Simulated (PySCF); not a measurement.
Molfile (atoms numbered from 1):
```
C3H9GeNSi
     RDKit          3D

 15 14  0  0  0  0  0  0  0  0999 V2000
   -1.8230    2.2317    0.9277 C   0  0  0  0  0  0  0  0  0  0  0  0
   -1.4538    1.1335    0.5519 C   0  0  0  0  0  0  0  0  0  0  0  0
   -0.8569   -0.5177   -0.0323 Si  0  0  1  0  0  4  0  0  0  0  0  0
   -2.0030   -1.0865   -1.3946 C   0  0  0  0  0  0  0  0  0  0  0  0
    0.7828   -0.4629   -0.5929 N   0  0  0  0  0  0  0  0  0  0  0  0
    2.3064   -0.5710    0.4350 Ge  0  0  0  0  0  4  0  0  0  0  0  0
   -2.1503    3.1999    1.2632 H   0  0  0  0  0  0  0  0  0  0  0  0
   -0.8793   -1.4332    1.1459 H   0  0  0  0  0  0  0  0  0  0  0  0
   -1.9802   -0.3805   -2.2395 H   0  0  0  0  0  0  0  0  0  0  0  0
   -1.7078   -2.0811   -1.7615 H   0  0  0  0  0  0  0  0  0  0  0  0
   -3.0401   -1.1375   -1.0291 H   0  0  0  0  0  0  0  0  0  0  0  0
    0.9281   -0.0230   -1.4982 H   0  0  0  0  0  0  0  0  0  0  0  0
    3.4474   -1.0802   -0.4661 H   0  0  0  0  0  0  0  0  0  0  0  0
    2.0096   -1.5673    1.5668 H   0  0  0  0  0  0  0  0  0  0  0  0
    2.7130    0.7922    1.0370 H   0  0  0  0  0  0  0  0  0  0  0  0
  1  2  3  0
  2  3  1  0
  3  4  1  0
  3  5  1  0
  5  6  1  0
  1  7  1  0
  3  8  1  1
  4  9  1  0
  4 10  1  0
  4 11  1  0
  5 12  1  0
  6 13  1  0
  6 14  1  0
  6 15  1  0
M  END
```

Geometry: PBE0-D3(BJ)/def2-SVP; GIAO absolute shieldings from PySCF, gas phase, non-relativistic, averaged over equivalent atoms.

At PBE0/pcSseg-1 (178 basis functions, 24 s wall time on 1 thread of an Arm Neoverse V1, shared host):
| atoms | σ (ppm) |
| --- | --- |
| C1 | 83.5 |
| C2 | 92.7 |
| C4 | 183.4 |
| Si3 | 385.4 |
| N5 | 255.2 |
| Ge6 | 1468.7 |
| H13/H14/H15 | 26.50 |
| H8 | 26.64 |
| H7 | 28.97 |
| H9/H10/H11 | 30.95 |
| H12 | 32.02 |

Problem. Estimate the result of repeating the calculation with WP04/pcSseg-1.

Solution. 
```
      atoms  σ at WP04/pcSseg-1  change
         C1                80.3    -3.2
         C2                88.6    -4.1
         C4               171.1   -12.3
        Si3               379.7    -5.7
         N5               238.7   -16.5
        Ge6              1423.4   -45.3
H13/H14/H15               27.40   +0.90
         H8               27.67   +1.03
         H7               29.55   +0.58
 H9/H10/H11               31.25   +0.30
        H12               32.15   +0.13
```

The largest change is at Ge6 (germanium bonded to N, 3 H). Cost: 178 basis functions, 21 s wall time on 1 thread of an Arm Neoverse V1, shared host. The order of the carbon signals is the same at both levels.

Relativistic effects, spin–orbit coupling among them, are left out; they matter for Ge and for the light atoms bonded to it.
